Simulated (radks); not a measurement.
Numerical settings for the scandium ion Sc3+, [Ar]. Method: non-relativistic Kohn-Sham, PBE, spin-unpolarised, spherical densities, point nucleus; computed with a radial shooting solver on a logarithmic mesh with Libxc functionals. The defaults (mesh step 0.008 in ln r, mesh end at 40 bohr or more with all orbitals vanishing there, Anderson mixing 0.5 over 9 steps, residual threshold near 1e-9 with the energy settled to 1e-9 hartree or 1e-11 of itself, here a cap of 67 iterations) give E = -758.7470 hartree and 3p at -64.573 eV in 13 iterations. Run on one thread of a shared host, so times are rough (Arm Neoverse V1): 0.05 s of CPU time, 0.05 s wall, 13 iterations on 2476 mesh points. Changes against that run (0 stands for a change within the tolerance of the run):

setting                    iterations  converged  E (mhartree)  e(3p) (meV)  CPU (s)
mesh step in ln r 0.012            13        yes             0            0     0.04
mesh step in ln r 0.05             13        yes      -0.00191     -0.00579     0.02
mesh step in ln r 0.03             13        yes             0            0     0.02
mesh end (bohr) 400                13        yes             0            0     0.06
mesh end (bohr) 2                  12        yes     +1.87e+03    +1.63e+04     0.05
residual threshold 1e-13           67         no             0            0     0.17
residual threshold 0.001            8        yes             0        +2.09     0.04
mixing 2.5                         15        yes             0            0     0.06
linear mixing, mixing 0.5          30        yes             0            0      0.1
linear mixing, mixing 0.8          16        yes             0            0     0.06
mixing history 3                   15        yes             0            0     0.06
iteration cap 8                     8         no             0       +0.041     0.03

Settings that end as converged yet miss the energy by more than 1 mhartree: mesh end (bohr) 2 (+1.87 hartree). A mesh that ends early acts as a hard wall.
